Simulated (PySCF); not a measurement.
BeMeH, CH4Be.
Geometry (PBE0-D3(BJ)/def2-SVP, Å), atoms numbered from 1 in this order:
```
atom  x, y, z in Å
Be1   -0.0060    0.0035   -1.1051
C2     0.0024   -0.0008    0.5731
H3    -0.4431    0.9166    0.9985
H4     1.0249   -0.0741    0.9860
H5    -0.5670   -0.8502    0.9923
H6    -0.0113    0.0049   -2.4448
```

Computed, not measured: PBE0-D3(BJ)/def2-SVP geometry optimisation, gas phase in PySCF.

**Question.** Which atoms are bound to Be1, and at what distances?

**Answer.** 2 atoms: H6 1.340 Å, C2 1.678 Å. The nearest atom not counted as bound is H4, at 2.33 Å (others tie with it).

**Question.** What is the shape at Be1?

**Answer.** Linear: angle 179.9°.

**Question.** What are the other bond lengths?

**Answer.** C2–H3, C2–H4, C2–H5 1.105 Å.

**Question.** What are the rotational constants (commonest isotopes, rigid rotor)?

**Answer.** A = 159857, B = 19998, C = 19998 MHz: a prolate symmetric top.

Point group: C3v (tolerance 0.08 Å). Charge 0, singlet. Stationary, but not proved a minimum.
